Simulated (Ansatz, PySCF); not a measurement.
Process, species as SMILES: FCl → F atom + Cl atom (the Cl-F bond at the site shown breaks; other sites are not compared here)
Structures are relaxed separately at B3LYP-D3(BJ)/def2-TZVP in Ansatz (an electronic-structure program).
Geometry of the first species:
```
F
Cl 1 1.6409
```
Charge 0, spin multiplicity 1.

Wanted: bond dissociation energy (electronic energy difference), in kJ/mol. Cores are frozen in the correlated levels unless marked. Open shells are spin-unrestricted. Spin-orbit coupling is left out. No relativistic terms. CBS marks a two-point X^-3 extrapolation of the correlation energy; Hartree-Fock from the larger set (for Q and 5 zeta extrapolated as (X+1)exp(-9√X)).

```csv
level,program,bond dissociation energy (kJ/mol)
HF/STO-3G,Ansatz,6.1
BP86-D4/def2-TZVPD,PySCF + dftd4,298.3
r2SCAN-D3(BJ)/def2-TZVPD,Ansatz + dftd3,259.3
B3LYP-D4/def2-TZVPD,Ansatz + dftd4,254.2
B3LYP/def2-TZVPD,Ansatz,252.2
B2PLYP/def2-TZVPD,Ansatz,249.4
MP2/aug-cc-pV(T+d)Z,Ansatz,272.8
RI-MP2/cc-pV(Q+d)Z,Ansatz,276.1
SCS-MP2/aug-cc-pV(D+d)Z,Ansatz,231.3
"CCSD(T)/CBS(cc-pV(Q+d)Z,cc-pV(5+d)Z)",Ansatz,261.9
```
